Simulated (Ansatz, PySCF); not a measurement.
Molecule: sum formula SnOH, net charge 0, doublet state. It need not be the lowest isomer of its formula. 
Geometry from a B3LYP-D3(BJ)/def2-TZVP (Ansatz, a program for electronic structure) optimisation:
```
O
H 1 0.9636
Sn 1 2.0009 2 115.67
```
Charge 0, spin multiplicity 2.

Dipole moments at this geometry, in debye (magnitudes).

| level | program | dipole (D) |
|---|---|---|
| BP86/def2-TZVPD | PySCF | 1.45 |
| B97M-V/def2-TZVPD | Ansatz | 1.58 |
| BHLYP/def2-TZVPD | Ansatz | ___ |
| TPSSh/def2-TZVPD | PySCF | 1.53 |
| CCSD(T)/def2-SVPD | Ansatz | ___ |

**Question.** What belongs in the gaps?

**Answer.** 
- BHLYP/def2-TZVPD, dipole (D): 1.81
- CCSD(T)/def2-SVPD, dipole (D): 1.69
